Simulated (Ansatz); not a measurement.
Input file for `[SH][Zr]([SH])([Cl])[Cl]`:

```yaml
crystal:
  periodic: [false, false, false]
  atoms:
    - {symbol: S, position_ang: [-1.899330, -0.562078, -0.719443]}
    - {symbol: Zr, position_ang: [0.394735, -0.123468, -0.103546]}
    - {symbol: S, position_ang: [0.561370, 2.279755, -0.116422]}
    - {symbol: Cl, position_ang: [0.776171, -0.985394, 2.027310]}
    - {symbol: Cl, position_ang: [1.837494, -1.020844, -1.691498]}
    - {symbol: H, position_ang: [-1.716808, -1.885870, -0.528076]}
    - {symbol: H, position_ang: [0.046367, 2.297900, 1.131676]}
basis:
  gaussian: {orbitals: def2-TZVPP}
correlation: {method: ccsd_t}
```

```sh
$ ansatz run in.yaml --threads 4 --pin off --events-out ev --progress --plain --max-ram 10444MiB
```

Log, shortened:

```
Functional definition: HF
1516 factors; integrals over basis functions are off by at most 1.0e-3 eV
mean field evaluation 1: about -47945.1109 eV, gradient 3.1e1 eV
mean field evaluation 2: about -47945.3510 eV, gradient 3.2e1 eV
mean field evaluation 4: about -47948.6238 eV, gradient 3.4e0 eV
mean field evaluation 8: about -47948.7005 eV, gradient 3.9e-1 eV
mean field evaluation 16: about -47948.7020 eV, gradient 2.4e-6 eV
mean field -47948.70195569 eV, -1762.0822960741 hartree, gradient 2.4e-6 eV, S^2 0.000000; 0 other end points of the search recorded, 0 dependent functions left out
20 core orbitals not correlated: weight in the atoms' cores, before any rotation towards them, 1.000 or more for the frozen orbitals, at most 0.000 for the correlated occupied ones
reference -47948.70195569 eV, -1762.0822960741 hartree; 20, 20 occupied and 212, 212 virtual orbitals, 1516 factors
second order -29.50880588 eV of doubles, -0.00000000 eV of singles
cycle   1  -29.97025246 eV  change   -4.6e-1 eV  update   1.7e-1
cycle   2  -30.67573477 eV  change   -7.1e-1 eV  update   7.8e-2
cycle   3  -30.95201518 eV  change   -2.8e-1 eV  update   3.4e-2
cycle   4  -30.93430490 eV  change    1.8e-2 eV  update   1.0e-2
cycle   5  -30.92558974 eV  change    8.7e-3 eV  update   4.3e-3
cycle   6  -30.92583460 eV  change   -2.4e-4 eV  update   1.5e-3
cycle   7  -30.92590070 eV  change   -6.6e-5 eV  update   8.2e-4
cycle   8  -30.92595339 eV  change   -5.3e-5 eV  update   2.8e-4
cycle   9  -30.92613131 eV  change   -1.8e-4 eV  update   1.3e-4
cycle  10  -30.92613024 eV  change    1.1e-6 eV  update   3.9e-5
perturbative correction -1.58715394 eV, -0.0583268314 hartree
Total energy: -47981.21523987 eV, -1763.2771372295 hartree
```

Hardware: 4 threads of an AMD EPYC 9R45 on a shared host. Wall time 64 s, peak host memory 5.4 GiB.

Correlation energy per correlated electron: -0.813 eV. T1 diagnostic: 0.0171.
